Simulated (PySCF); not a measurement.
# Simulated absorption spectrum

C5H11As.
SMILES: `C1C[C@H](C[AsH]1)C`

Level of theory: TDDFT PBE0/def2-SVPD, vertical, gas phase, core orbitals frozen in the response (PySCF). One conformer (not necessarily the lowest) at the PBE0-D3(BJ)/def2-SVP geometry, without solvent, vibrations or thermal averaging. The PBE0/def2-SVPD calculation is non-relativistic and has no spin–orbit coupling, an omission that weighs most on arsenic.

Broadening: Gaussians 0.3 eV wide at half height, area fixed by f = 4.319×10⁻⁹ ∫ε dν̃. The width is an assumption, not a result. The curve ends short of the highest state used, and states not computed would add to its high-energy end.

| E (eV) | ε (L mol⁻¹ cm⁻¹) |
| --- | --- |
| 5.47 | 7 |
| 5.50 | 16 |
| 5.54 | 41 |
| 5.57 | 81 |
| 5.61 | 183 |
| 5.65 | 375 |
| 5.68 | 602 |
| 5.72 | 1045 |
| 5.75 | 1490 |
| 5.79 | 2216 |
| 5.82 | 2834 |
| 5.86 | 3700 |
| 5.89 | 4348 |
| 5.93 | 5182 |
| 5.96 | 5777 |
| 6.00 | 6521 |
| 6.03 | 7011 |
| 6.07 | 7483 |
| 6.10 | 7621 |
| 6.14 | 7406 |
| 6.17 | 6919 |
| 6.21 | 5892 |
| 6.25 | 4600 |
| 6.28 | 3599 |
| 6.32 | 2391 |
| 6.35 | 1652 |
| 6.39 | 929 |
| 6.42 | 568 |
| 6.46 | 281 |
| 6.49 | 174 |
| 6.53 | 140 |
| 6.56 | 191 |
| 6.60 | 382 |
| 6.63 | 651 |
| 6.67 | 1239 |
| 6.70 | 1890 |
| 6.74 | 3057 |
| 6.77 | 4125 |
| 6.81 | 5689 |
| 6.85 | 7214 |
| 6.88 | 8202 |
| 6.92 | 9193 |
| 6.95 | 9674 |
| 6.99 | 10013 |
| 7.02 | 10090 |
| 7.06 | 9998 |
| 7.09 | 9770 |
| 7.13 | 9198 |
| 7.16 | 8540 |
| 7.20 | 7381 |
| 7.23 | 6372 |
| 7.27 | 5001 |
| 7.30 | 4065 |
| 7.34 | 3058 |
| 7.37 | 2513 |
| 7.41 | 2046 |

**Question.** Where are the band maxima, and which computed states make them?

**Answer.** 203 nm (6.10 eV), ε about 7600, made up of S1 (16%) and S2 (84%); 177 nm (7.02 eV), ε about 10000, made up of S3 (50%) and S4 (49%) (ε in L mol⁻¹ cm⁻¹; maxima over ε = 5, shares over 10%). The states used: S1 5.92 eV (f 0.038); S2 6.14 eV (f 0.074); S3 6.91 eV (f 0.083); S4 7.13 eV (f 0.080); S5 7.26 eV (f 0.0046); S6 7.43 eV (f 0.0081); S7 7.56 eV (f 0.0099); S8 7.89 eV (f 0.027); S9 7.90 eV (f 0.097); S10 8.01 eV (f 0.089).

**Question.** Coming from long wavelengths, where does ε first pass 100 L mol⁻¹ cm⁻¹?

**Answer.** At about 222 nm (5.58 eV), 0.34 eV below S1.

**Question.** On this curve, what absorbance would a 10⁻³ mol/L sample give at 222 nm over a 1 cm path?

**Answer.** 222 nm is 5.585 eV, where ε is about 110 L mol⁻¹ cm⁻¹, so A = ε c l ≈ 0.11 (Beer–Lambert, with the gas-phase spectrum and the assumed width).

**Question.** What would ε be at 7.02 eV, the highest of these maxima, with half the width (0.15 eV)?

**Answer.** About 6450 L mol⁻¹ cm⁻¹ against 10100, a factor of about 0.6; a lone state at its own centre would give exactly 2.

The vertical ionisation energy (ΔSCF) is 8.73 eV, 0.72 eV above S10.

Time: 63 s wall. Hardware: one thread, Arm Neoverse V2, shared host.
